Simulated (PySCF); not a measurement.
**Correlation energy of B+ (boron, charge +1)**

[He] 2s2, closed-shell 1S. Calculation: PySCF 2.14, in x2c-TZVPall; the spin-free X2C one-electron Hamiltonian (Gaussian nucleus). Frozen: 1s2; 2 electrons correlated.

Total MP2 correlation energy: -35.44 mhartree.

Same-spin part 0.00 and opposite-spin part -35.44 mhartree; SCS-MP2 scales them by 1/3 and 6/5 to -42.53 mhartree.

With two correlated electrons CCSD is exact within the correlated space (frozen core and kept virtual orbitals).

```csv
level,correlation energy (mhartree)
CCSD,-59.44
```

Diagnostics: T1 = 0.012, D1 = 0.0167, largest double amplitude 0.150.

Task: Is a single reference adequate?

Result: Not fully. A double-excitation amplitude exceeds 0.15, a sign of near-degeneracy.
